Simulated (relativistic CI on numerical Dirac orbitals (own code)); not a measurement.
**Cs IV: what numerical and physical settings do to a radial Dirac CI calculation**

Reference input:

```
atom Cs  Z=55  charge=3  electrons=52
nucleus A=133  rms_radius_fm=4.8041
hamiltonian dirac-coulomb  breit=on  qed=on  c_scale=1
orbitals kli  potential=per-configuration
slater_scale 1
correlation none
mixing on
grid step=0.0125 r_max=50.3
scf mixing=0.4 start=green max_iterations=150 tolerance=2e-08 node_fill=0.05
configurations
  [Kr] 4d10 5s2 5p4
  [Kr] 4d10 5s 5p5
  [Kr] 4d10 5s2 5p3 5d
  [Kr] 4d10 5p6
  [Kr] 4d10 5s2 5p2 5d2
end
```

Computed lowest total energy -7774.40792 Ha, first excitation 8626.1 cm⁻¹, 56 SCF steps. Runs with settings changed; * marks those that are bad on purpose:

```
                         Changed        Outcome  Lowest level    ΔE (Ha)  First excitation (cm⁻¹)  SCF steps                                                                    Message
                 SCF mixing 0.05      converged  5s2 5p4 3P_2  -8.02e-10                   8626.1         72                                                                           
                Slater scale 1.2      converged  5s2 5p4 3P_2    -0.0147                   9104.3         56                                                                           
Breit term off, Slater scale 0.6      converged  5s2 5p4 3P_2      -6.12                   6864.1         56                                                                           
                   QED terms off      converged  5s2 5p4 3P_2       -4.1                   8624.2         56                                                                           
               grid step 0.002 *        refused                                                            0                               the grid has 8867 points, outside 40 to 4096
           SCF tolerance 1e-14 *  not converged                                                          202  SCF of 1s2 2s2 2p6 3s2 3p6 3d10 4s2 4p6 4d10 5s2 5p2 5d2 did not converge
```

With so few configurations and no correlation, terms lie too far apart (by 10 to 50 % near neutrality), their order can be wrong, and levels of other configurations are missing.
